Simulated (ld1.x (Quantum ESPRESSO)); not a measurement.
# Pd (Z = 46): variants of one TM potential

Base potential:

palladium (Pd), norm-conserving Troullier–Martins (Kleinman–Bylander form), made with ld1.x (Quantum ESPRESSO) 7.5 (PBE, scalar-relativistic). Core [Kr], reference 4d9.5 5s0 5p0 (charge +0.5). Waves: 5s (bound, empty): rc 2.60 bohr; 5p (bound, empty): rc 3.75 bohr; 4d (bound): rc 1.90 bohr. Local part: the d channel. Core correction: none.

All-electron outer shells of the reference configuration (PBE, scalar-relativistic, ld1.x):

```csv
shell,level (eV),outermost node (bohr),outermost maximum (bohr)
4p,-56.47,0.46,0.91
4d,-9.01,0.45,1.10
5s,-6.96,1.15,2.54
5p,-2.97,1.30,3.52
```

Cutoffs, loose and tight: the cutoffs (Ry, on a coarse ladder) from which the occupation-weighted sum of valence levels, in a spherical-Bessel basis at the reference potential, stays within 10 and 1 mRy of its value at 400 Ry. They do not see the model core or the augmentation charge, which bear on the density cutoff. Test errors are all-electron minus pseudo excitation energies from the reference, over the configurations 4d10 5s0 5p0; 4d9 5s0 5p0; 4d8 5s0 5p0; 4d6 5s0 5p0; 4d7 5s0 5p0; 4d9 5s0 5p1; 4d9 5s1 5p0. A dash means not determined; rows that change the core or the reference have their own tests.

A true bound ghost makes a file unfit for plane-wave use even where its test errors are small: the radial tests pick states by their node count and pass the ghost by.

| change | outcome | cutoff, loose | cutoff, tight | bound ghosts | largest test error (meV) |
| --- | --- | --- | --- | --- | --- |
| base | generated | 55 Ry | 80 Ry | s, p | -657 |
| all radii scaled by about 0.84 (s 2.20, p 3.16, d 1.60 bohr) | generated | 60 Ry | 90 Ry | s, p | -614 |
| all radii scaled by about 0.97 (s 2.52, p 3.64, d 1.84 bohr) | generated | 55 Ry | 80 Ry | s, p | -650 |
| all radii scaled by about 1.09 (s 2.82, p 4.08, d 2.06 bohr) | generated | 50 Ry | 70 Ry | s, p | -676 |
| all radii scaled by about 1.18 (s 3.06, p 4.42, d 2.24 bohr) | generated | 45 Ry | 70 Ry | s, p | -672 |
| all radii scaled by about 1.24 (s 3.24, p 4.66, d 2.36 bohr) | generated | 45 Ry | 70 Ry | s, p | -642 |
| all radii scaled by about 1.35 (s 3.50, p 5.04, d 2.56 bohr) | generated | 40 Ry | 60 Ry | s | -456 |

What comes out with this change to the base: all radii scaled by about 0.79 (s 2.06, p 2.96, d 1.50 bohr)?

outcome: generated; cutoff, loose: 70 Ry; cutoff, tight: 80 Ry; bound ghosts: s, p; largest test error (meV): -606.

Reading the sweep of the scale of all radii (base = 1) (base included, trends over the rows without a ghost): Bound ghosts are found at 0.79, 0.84, 0.97, 1, 1.09, 1.18, 1.24, 1.35. Every judged row has one, so this setting neither creates nor removes them.
